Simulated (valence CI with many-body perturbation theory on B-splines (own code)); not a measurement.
# La XLIV: calculated level list

Method: configuration interaction combined with many-body perturbation theory (CI+MBPT): four valence electrons over a frozen Dirac-Fock core [Ne], a basis of 11 s, 11 p, 9 d, 7 f, 5 g, 2 h, 1 i functions for each j, with the one-electron correlation potential Σ1, the two-electron term Σ2, the three-electron term Σ3, Breit, model QED; selected CI, second order for the rest (own B-spline code, finite nucleus).

No measured spectrum was set against this ion. As an estimate, large intervals hold to a few tenths of a per cent, small ones and those within an open d or f shell to about a per cent.

Levels 46 to 64 of 64, with energies above the lowest level, (3s^2 3p1/2^2) J=0. "Leading %" is the weight of the configuration and term that name the level; weights of strongly mixed levels are sums over their largest components and can fall short. In the jj column 3d3/2^4 stands for four electrons in 3d with j = 3/2. Lifetimes count E1, E2, E3, M1 and M2 decay at the calculated energies, and are blank where another channel may lead or the interval is too uncertain; long ones can be off by a factor of two.

| No. | Configuration | Term | J | E (eV) | Leading % | Second component | Leading jj | Lifetime |
| --- | --- | --- | --- | --- | --- | --- | --- | --- |
| 46 | 3s3p²3d | ¹P | 1 | 490.47 | 27 | 14 % 3s3p²3d ³D | 3s 3p1/2 3p3/2 3d3/2 (53 %) | 2.73 ps |
| 47 | 3s3p²3d | ³G | 3 | 490.55 | 54 | 25 % 3s3p²3d ¹F | 3s 3p1/2 3p3/2 3d3/2 (96 %) | 3.04 ps |
| 48 | 3s3p²3d | ³F | 3 | 498.44 | 37 | 27 % 3s3p²3d ⁵D | 3s 3p1/2 3p3/2 3d5/2 (82 %) | 6.80 ps |
| 49 | 3s3p²3d | ³D | 1 | 498.72 | 56 | 27 % 3s3p²3d ³P | 3s 3p1/2 3p3/2 3d3/2 (51 %) | 3.12 ps |
| 50 | 3s3p²3d | ¹D | 2 | 507.22 | 27 | 20 % 3s3p²3d ³P | 3s 3p1/2 3p3/2 3d5/2 (68 %) | 3.82 ps |
| 51 | 3s3p²3d | ¹G | 4 | 507.82 | 45 | 31 % 3s3p²3d ³F | 3s 3p1/2 3p3/2 3d5/2 (78 %) | 11.4 ps |
| 52 | 3s3p²3d | ³D | 3 | 507.92 | 57 | 22 % 3s3p²3d ³F | 3s 3p1/2 3p3/2 3d5/2 (75 %) | 3.39 ps |
| 53 | 3s3p²3d | ³P | 0 | 510.04 | 75 | 16 % 3s²3d² ³P | 3s 3p1/2 3p3/2 3d3/2 (60 %) | 2.03 ps |
| 54 | 3s3p²3d | ³D | 1 | 510.21 | 40 | 23 % 3s3p²3d ³P | 3s 3p1/2 3p3/2 3d3/2 (78 %) | 1.30 ps |
| 55 | 3s3p²3d | ³F | 2 | 513.50 | 21 | 19 % 3s3p²3d ¹D | 3s 3p1/2 3p3/2 3d3/2 (66 %) | 1.29 ps |
| 56 | 3s3p²3d | ³D | 3 | 516.88 | 34 | 24 % 3s3p²3d ³F | 3s 3p1/2 3p3/2 3d5/2 (88 %) | 3.22 ps |
| 57 | 3s3p²3d | ³G | 4 | 517.57 | 46 | 36 % 3s3p²3d ³F | 3s 3p1/2 3p3/2 3d5/2 (89 %) | 4.29 ps |
| 58 | 3s3p²3d | ³D | 1 | 519.78 | 52 | 20 % 3s3p²3d ¹P | 3s 3p1/2 3p3/2 3d5/2 (87 %) | 5.38 ps |
| 59 | 3s3p²3d | ³P | 1 | 528.67 | 38 | 27 % 3s3p²3d ³S | 3s 3p1/2 3p3/2 3d5/2 (87 %) | 3.59 ps |
| 60 | 3s3p²3d | ³F | 3 | 529.95 | 35 | 32 % 3s3p²3d ¹F | 3s 3p1/2 3p3/2 3d5/2 (82 %) | 2.37 ps |
| 61 | 3s3p²3d | ³D | 2 | 530.62 | 31 | 13 % 3s3p²3d ³P | 3s 3p1/2 3p3/2 3d5/2 (79 %) | 3.01 ps |
| 62 | 3s3p²3d | ³P | 0 | 533.00 | 38 | 32 % 3s3p²3d ¹S | 3s 3p1/2 3p3/2 3d5/2 (61 %) | 2.11 ps |
| 63 | 3s3p²3d | ³D | 2 | 536.72 | 33 | 25 % 3s3p²3d ³P | 3s 3p1/2 3p3/2 3d5/2 (82 %) | 1.57 ps |
| 64 | 3s²3d² | ³F | 2 | 549.75 | 58 | 13 % 3s²3d² ¹D | 3s^2 3d3/2^2 (71 %) | 908 fs |
